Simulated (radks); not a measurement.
These are the eigenvalues of the occupied orbitals of an atom or ion with whole-number occupations (hartree). Method: scalar-relativistic Kohn-Sham, r2SCAN, spin-polarised, spherical densities, finite nucleus; meta-GGA in the generalised Kohn-Sham scheme; Fermi nuclear charge, rms radius of each element as measured or else 0.836 A^(1/3) + 0.57 fm; computed with a radial shooting solver on a logarithmic mesh with Libxc functionals.

| orbital | eigenvalue |
|---|---|
| 1s | -2327.030 |
| 2s | -397.2942 |
| 2p | -349.4625 |
| 3s | -90.62874 |
| 3p | -76.20401 |
| 3d | -58.86170 |
| 4s | -18.49389 |
| 4p | -13.74050 |
| 4d | -7.50904 |
| 5s | -2.63668 |
| 5p | -1.52671 |
| 4f | -0.68615 |
| 6s | -0.40890 |

Which element is it, and in what charge state? The configuration may be excited. Open shells, if any, are filled with parallel spins first.

Answer. Z = 71, lutetium, charge +1: Lu+ in [Xe] 4f14 6s2. The list shows which subshells hold electrons but not how many an open one holds; the 1s level, -2327 hartree, gives Z - s = 68.2 by -(Z - s)^2/2, which with screening and relativity narrows Z to a few neighbours, and the depths of the outer levels then fix element, charge and occupations together.
